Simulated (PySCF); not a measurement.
Start geometry of Si(vinyl)3(OSiMe3), `C=C[Si](C=C)(C=C)O[Si](C)(C)C` from a GFN2-xTB structure with every atom displaced at random (by about 0.03 Å) (Å):
```
atom  x, y, z in Å
Si1    0.3570    0.5284    0.8485
C2    -0.0339   -0.0380    2.5775
C3     0.3735    0.5521    3.6570
H4    -0.5107   -0.9180    2.6754
H5     1.0217    1.4368    3.6124
H6     0.2210    0.1892    4.6650
C7     2.1665    0.6893    0.4086
C8     3.1851    0.5356    1.2407
H9     2.3739    0.9181   -0.5709
H10    2.9557    0.2992    2.3285
H11    4.1481    0.5678    0.9821
C12   -0.4834    2.2931    0.5282
C13   -0.9312    3.2033    1.4029
H14   -0.7366    2.5474   -0.5099
H15   -0.7088    2.9455    2.4818
H16   -1.2990    4.1661    1.2133
O17   -0.4068   -0.4496   -0.1590
Si18  -0.7903   -1.1940   -1.5547
C19   -1.9771   -0.1247   -2.5330
C20   -1.6342   -2.8569   -1.1003
C21    0.8008   -1.4602   -2.5835
H22   -2.2998   -0.6497   -3.4711
H23   -1.4806    0.8681   -2.8983
H24   -2.8553    0.1555   -1.9567
H25   -2.4043   -2.7709   -0.5031
H26   -1.8762   -3.3921   -2.0027
H27   -0.8863   -3.5481   -0.4925
H28    1.2883   -0.4910   -2.8480
H29    1.6127   -1.9731   -1.9690
H30    0.6668   -2.0303   -3.4823
```

Task: What comes out of this run: PBE0-D3(BJ)/def2-SVP geometry optimisation, gas phase (PySCF 2.14.0)?

Result: 
```
atom  x, y, z in Å
Si1    0.2354    0.6545    0.8526
C2     0.1061    0.1360    2.6435
C3     0.7102    0.7603    3.6620
H4    -0.5218   -0.7365    2.8675
H5     1.3496    1.6371    3.5046
H6     0.5983    0.4288    4.7009
C7     2.0224    0.7578    0.2996
C8     3.0703    0.3268    1.0119
H9     2.2275    1.2099   -0.6816
H10    2.9422   -0.1291    2.0001
H11    4.0996    0.4089    0.6450
C12   -0.5683    2.3200    0.5681
C13   -1.1721    3.0492    1.5135
H14   -0.5439    2.7281   -0.4530
H15   -1.2338    2.7026    2.5515
H16   -1.6304    4.0212    1.2982
O17   -0.5651   -0.4846   -0.0481
Si18  -0.7789   -1.2359   -1.5222
C19   -1.8204   -0.1212   -2.6118
C20   -1.6587   -2.8527   -1.1884
C21    0.8940   -1.5404   -2.3150
H22   -2.0268   -0.5945   -3.5852
H23   -1.3058    0.8337   -2.8039
H24   -2.7850    0.1064   -2.1318
H25   -2.6239   -2.6769   -0.6893
H26   -1.8539   -3.4007   -2.1240
H27   -1.0515   -3.4985   -0.5350
H28    1.4039   -0.5920   -2.5461
H29    1.5481   -2.1152   -1.6411
H30    0.7890   -2.1042   -3.2558
```

The energy falls by 39.1 kcal/mol over 14 energy and gradient evaluations, the largest force component goes from 0.1320 to 3.8e-04 Eh/bohr, and the atoms move by 0.305 Å rms after alignment. The bond that changes most is C20–H25 (ends: carbon bonded to Si and 3 H; hydrogen on carbon), which lengthens by 0.122 Å. Bonds longer at the end by more than 0.005 Å: 14 of 29; shorter: 10. Among the angles that change most is Si1–O17–Si18, from 158.9° to 148.3°. Among the dihedrals that turn most is C2–Si1–C12–H14, from -153° to 180°. Rotational constants go from 922.7, 436.7, 403.9 to 949.9, 447.7, 402.1 MHz. The orientation of the end geometry is arbitrary; only internal coordinates are fixed.

The run used 266 basis functions and 100 SCF cycles in all. The run took 7.1 min wall, 16 min CPU on 2 threads, Intel Xeon at 2.60 GHz (x86_64), on a shared host, and the process peaked at 2.1 GiB of memory.

No PBE0-D3(BJ)/def2-SVP frequencies stand behind this structure, so it isn't proved a minimum. The numbers are those of one conformer.
